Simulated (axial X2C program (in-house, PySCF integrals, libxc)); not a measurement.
Spectroscopic constants of InB

Calculated with an axial X2C code built on PySCF integrals. Spin-free means the one-electron spin-free X2C Hamiltonian; two-component (2c) means X2C with spin–orbit coupling and atomic mean-field two-electron Coulomb and Gaunt terms, so the difference of the two also holds small scalar two-electron terms. Basis: In dyall-cv3z [11s12p9d4f1g], B dyall-v3z [7s6p2d1f] (cores contracted in-house); Gaussian nuclei, density fitting, unrestricted open shells. Masses: In 114.904 u, B 11.009 u.

State, spin-free: M_S = 1, Λ = 0 (beyond evenly filled blocks: π+α, π-α); electrons by block: σα: 12, σβ: 12, π+α: 6, π+β: 5, π-α: 6, π-β: 5, δ+α: 2, δ+β: 2, δ-α: 2, δ-β: 2. Fragments: In + B.

State, 2c: Ω = 1 (⟨Sz⟩ = 0.99, ⟨Lz⟩ = 0.01 at LDA); electrons by block: 1/2: 17, -1/2: 18, 3/2: 8, -3/2: 7, 5/2: 2, -5/2: 2. Fragments: In + B.

```csv
Hamiltonian,level,Re (Å),ωe (cm⁻¹),Be (cm⁻¹),αe (cm⁻¹),De (eV),D0 (eV),k (mdyn/Å),μ (D)
spin-free,PBE0,2.212,468.8,0.3431,0.00319,1.70,1.67,1.3,-2.38
spin-free,HF,2.229,459.9,0.3378,0.00306,0.667,0.639,1.25,-2.71
spin-free,CCSD,2.245,447.4,0.333,0.00294,1.17,1.15,1.18,n/a
spin-free,CCSD(T),2.242,448.6,0.3339,n/a,1.31,1.28,1.19,n/a
spin-free,LDA,2.168,493.2,0.3569,0.00328,2.45,2.42,1.44,-2.05
2c,LDA,2.169,491.5,0.3566,0.0033,n/a,n/a,1.43,-2.05
```

Correlated methods: 16 electrons correlated (number of frozen shells: In 4 s, 3 p, 1 d; B 1 s), 238 virtual spin orbitals or spinors in MP2, 109 natural virtuals in coupled cluster.

Dipoles are positive if B is the positive end.

De is counted from the lowest determinant-based energies of the atoms at the same level, without counterpoise correction. De is not given where an atomic determinant may have missed its ground term or J level, or where the truncated virtual space spoils (T). Density functionals use the spin component along the axis (collinear). CCSD and (T) use frozen natural virtuals with an MP2 correction for the truncation; (T) itself is uncorrected, so its De runs slightly low. The functionals have no current-density term, which raises determinants with orbital currents, atoms included. The state is one determinant with fixed occupations, lowest in a PBE0 search at one distance only: followed along the bond, the spin-free determinant M_S = 1, Λ = 1 reaches 0.02 eV lower at PBE0, at Re = 2.419 Å, so the state shown is not the lowest. With several unpaired electrons one determinant need not be a pure state. Open-shell Ω = 0 determinants with evenly filled partner blocks cannot be reached by this program, so the Ω shown need not be the lowest component. At some level and bond length an empty orbital lies below a filled one. This is the Ω = 1 component of a π² triplet; the 0⁺ component is not one determinant and can lie lowest. The determinant is spin-polarised beyond a pure state at some levels (its spin-free form has ⟨S²⟩ too high), which makes Re and μ there less reliable. The T1 diagnostic is large, a sign of multireference character.

No reliable constants came from CCSD (2c), CCSD(T) (2c), HF (2c), MP2 (2c), MP2 (spin-free), PBE0 (2c): no minimum in range, unconverged points, a curve that is not smooth, a change of character along it, or the two Hamiltonians disagreeing along it.

Rough cost a point (2c) on 1 thread(s) of a shared host, integrals apart: LDA 0.5 s.

The whole task took 12 min on 1 thread of Arm Neoverse N1, on a shared host.
